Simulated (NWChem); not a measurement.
Molecule: InF, singlet; SMILES [F][In]

Computed with NWChem. Low-valent species are run as closed-shell singlets; no triplet was tried in these runs. def2 effective core potentials on In; no spin-orbit coupling. Each level has its own optimisation; frequencies are unscaled.

```
level                    basis functions  r F–In (Å)  highest harmonic frequency (cm⁻¹)  zero-point energy (kcal/mol)  relative time
-----------------------  ---------------  ----------  ---------------------------------  ----------------------------  -------------
Hartree-Fock/def2-SVP                 40       1.985                                580                           0.8              1
Hartree-Fock/def2-SVPD                55       2.007                                535                           0.8              1
Hartree-Fock/def2-TZVP                81       1.976                                554                           0.8              6
Hartree-Fock/def2-TZVPP               81       1.976                                554                           0.8             10
```

Times are rough ratios from one shared machine.
